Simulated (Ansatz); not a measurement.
Cost and result up the ladder for Ga₂H₃ (5 atoms). Total charge 0; doublet. Geometry: r2SCAN-D4/def2-TZVP.

```xyz
5

Ga   -1.359   -0.288   -0.261
Ga    0.931    0.133    0.145
H    -2.908   -0.044   -0.277
H     1.554   -0.487    1.433
H     1.782    0.686   -1.040
```

Ansatz on 4 threads of Arm Neoverse V2 on a shared host. Times are rough, and most runs start from the orbitals of an earlier one. ωB97X-V/def2-TZVP serves as the yardstick here, not as an exact answer. Differences are given only for rows in sets of like size (and for xTB, whose basis is part of the method), since another set adds its own error. Binding counts from free atoms at the same level (Ga doublet, H doublet; other spins of the atoms weren't run), without zero-point energy or a counterpoise term.

HSE06 is defined as in plane-wave codes, on full-range PBE exchange. Correlated methods freeze 18 core orbitals; core or outer-core shells of Ga are correlated, in sets that lack core-valence functions. The structure comes from a short search, and lower isomers may exist.

Correlated methods converge slowly with the basis.

| level | functions | binding energy per atom (eV) | difference from ωB97X-V/def2-TZVP (eV) |
| --- | --- | --- | --- |
| r2SCAN-D4/def2-TZVP | 114 | 1.93 | 0.04 |
| PBE-D4/def2-SVP | 79 | 1.85 | – |
| r2SCAN-D4/def2-TZVPD | 135 | 1.94 | 0.04 |
| PBE-D4/def2-TZVPD | 135 | 1.85 | -0.04 |
| PBE0-D4/def2-TZVPD | 135 | 1.86 | -0.04 |
| MP2/def2-TZVP | 114 | 1.79 | -0.11 |
| CCSD(T)/def2-TZVPP | 138 | 1.89 | 0.00 |
| PBE-D4/def2-TZVP | 114 | 1.85 | -0.04 |
| B97M-V/def2-TZVP | 114 | 1.94 | 0.04 |
| LDA (SPW92)/def2-TZVP | 114 | 2.15 | 0.25 |
| PBE0-D4/def2-SVP | 79 | 1.86 | – |
| CCSD(T)/def2-TZVPD | 135 | 1.85 | -0.04 |
| ωB97X-V/def2-TZVP | 114 | 1.90 | 0.00 |
| HSE06-D4/def2-TZVP | 114 | 1.86 | -0.04 |

Problem. Estimate how long each takes.

Solution. LDA (SPW92)/def2-TZVP 0.5 s; PBE-D4/def2-SVP 0.65 s; MP2/def2-TZVP 0.8 s; PBE0-D4/def2-SVP 0.95 s; PBE-D4/def2-TZVP 1.1 s; PBE-D4/def2-TZVPD 1.4 s; HSE06-D4/def2-TZVP 1.5 s; PBE0-D4/def2-TZVPD 1.9 s; r2SCAN-D4/def2-TZVP 2.4 s; r2SCAN-D4/def2-TZVPD 3.3 s; B97M-V/def2-TZVP 3.7 s; ωB97X-V/def2-TZVP 3.9 s; CCSD(T)/def2-TZVPD 30 s; CCSD(T)/def2-TZVPP 32 s. On shared hardware such times vary by a factor of up to 3.
